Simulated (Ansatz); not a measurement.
Ansatz results at the PBE0-D4/def2-TZVP geometry: size of the dipole moment (ωB97M-V/def2-TZVPP) 2.35 D; size of the dipole moment (B3LYP/def2-TZVPP) 2.30 D; size of the dipole moment (PBE/def2-TZVPP) 2.22 D.

Each molecule was computed in one conformer, which needn't be the lowest.

(1) Which molecule gave them?
A. `[S][Si](Cl)(Cl)Cl`•
B. `[O][InH][F]`•
C. `C[O][Ge]([NH2])[Cl]`•
D. `[F][Ga][Cl]`•

Answers

(1) C. The others give `[F][Ga][Cl]`•: 2.13, 2.10, 1.88; `[S][Si](Cl)(Cl)Cl`•: 0.34, 0.24, 0.11; `[O][InH][F]`•: 3.26, 3.22, 3.02.

B3LYP here is the variant with VWN-RPA as its local correlation; programs differ in this.
